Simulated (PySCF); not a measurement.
# PdSe₂, quintet: molecular constants

These are results of UPBE0/[Pd def2-TZVP with ECP28, Se def2-TZVP], scalar-relativistic core potentials, density fitting, no spin–orbit coupling, PySCF, not measurements.

The structure is a minimum.

```xyz
3
charge 0 multiplicity 5, angstrom
Pd    0.0000    0.0000   -0.6014
Se    2.0773    0.0000    0.3985
Se   -2.0773    0.0000    0.3985
```

```json
{"Point group": "C2v", "Bond lengths": "Pd–Se 2.305 Å (×2)", "Bond angles": "Se–Pd–Se 128.6°", "Dipole moment": "1.17 D", "Zero-point energy": "3.4 kJ/mol", "Entropy at 298.15 K and 1 bar (electronic part: spin only)": "339.5 J/(mol K)", "Spin squared ⟨S²⟩": "6.017", "Lowest empty level (β)": "-4.60 eV", "Rotational symmetry number": "2", "Heat capacity Cp at 298.15 K": "56.2 J/(mol K)", "Principal polarisabilities": "55.8, 67.4, 204.3 bohr³", "Principal quadrupole moments (Buckingham, traceless) about the centre of mass": "-2.82, 1.41, 1.41 D Å", "Enthalpy at 298.15 K above 0 K": "14.58 kJ/mol", "Highest occupied level (α)": "-6.66 eV", "Rotational constants": "0.2647, 0.02444, 0.02238 cm⁻¹", "Atomisation energy without zero-point energy": "420 kJ/mol"}
```

Harmonic modes (masses in u: Pd 105.903, Se 79.917):
| symmetry | ω (cm⁻¹) | IR (km/mol) | μ (u) |
| --- | --- | --- | --- |
| a1 | 60 | 0.2 | 87.65 |
| a1 | 248 | 0.1 | 84.96 |
| b2 | 258 | 2.4 | 92.40 |

In C2v the vibrations span 2a1 + b2. Here b1 is antisymmetric to the molecular plane and b2 lies in it.

Charges (e):
```tsv
atom	Mulliken	Löwdin	polar tensor	spin (Mulliken)	Mayer order to Pd1
Pd1	0.32	-0.45	0.26	0.83	–
Se2,3	-0.16	0.22	-0.13	1.59	1.22
```

Mulliken populations on Pd1 (electrons outside its core potential): s 2.52, p 6.21, d 8.95, f 0.00.

Formally Pd is in oxidation state +4, d6, with 4 unpaired electrons (the high-spin count). The Mulliken spin on Pd is 0.83, so most of the spin sits on the ligands and the formal count fails. The polar-tensor charge on Pd, 0.26, is far below the formal one.

This need not be the most stable arrangement of these atoms. With open d or f shells other occupations or spin states may lie lower.

The final relaxation and frequency run took of the order of 19 core-minutes on a shared host.
